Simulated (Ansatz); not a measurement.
`[F][GeH2][SiH2]Cl` + H₂ → `Cl[SiH2][GeH3]` + H–F at 600 K and 1 bar (hydrogenolysis of a Ge–F bond).

Computed with Ansatz on PBE0-D4/def2-TZVP structures; ΔE is electronic, products minus reactants. CCSD(T)/CBS is the MP2 limit (def2-TZVPP, def2-QZVPP) plus CCSD(T) − MP2 in def2-TZVPP, frozen cores. This one scheme is used for every species. For Ge outer-core shells are correlated without core-valence functions, which leaves a few kJ/mol of doubt a bond. Scalar relativity is left out up to krypton. Each species was taken in one conformer, which may not be the lowest.

| species | CCSD(T)/CBS energy (Eh) | H − E (kJ/mol) | S (J/(mol·K)) |
| --- | --- | --- | --- |
| `[F][GeH2][SiH2]Cl` | -2927.24228 | 154.4 | 444.4 |
| H₂ | -1.17544 | 43.9 | 150.8 |
| `Cl[SiH2][GeH3]` | -2828.01436 | 162.9 | 414.1 |
| H–F | -100.39570 | 42.3 | 194.0 |

H − E and S are ideal-gas, rigid-rotor, harmonic terms from PBE0-D4/def2-TZVP, for one conformer and one mirror image of each species. The MP2-based limit puts H₂ 0.8 mEh under its directly extrapolated value; such offsets cancel only in part. 1 Eh = 2625.50 kJ/mol, R = 8.31446 J/(mol·K).

**Question.** By hand: ΔE, ΔH, ΔS and ΔG.

**Answer.** ΔE = (-2828.01436) + (-100.39570) − (-2927.24228) − (-1.17544) = 0.00766 Eh = 20.1 kJ/mol. Δ(H − E) = 162.9 + 42.3 − 154.4 − 43.9 = 6.9, so ΔH = 27.0 kJ/mol. ΔS = 414.1 + 194.0 − 444.4 − 150.8 = 12.9 J/(mol·K). ΔG = 27.0 − 600 × (12.9)/1000 = 19.3 kJ/mol.

**Question.** By hand: the equilibrium constant, and the temperature at which ΔG would vanish if ΔH and ΔS stayed fixed.

**Answer.** log₁₀ K = −ΔG/(RT ln 10) = -1.7. ΔG = 0 at ΔH/ΔS = 2093 K, though so small a ΔS makes that figure unsure.

The number of gas molecules stays the same, so ΔS is small and ΔH decides. A doubt of 5 kJ/mol in ΔE shifts log₁₀ K by 0.4 here. Other conformers and mirror images would add mixing entropy, several J/(mol·K) or more a flexible species. Modes under 60 cm⁻¹, often nearly free rotors, make the harmonic entropy too high. These are equilibria of isolated gas molecules and say nothing of rates. Largest T1 diagnostic: 0.011 (customary marks: 0.02 for closed shells, 0.045 for open ones).
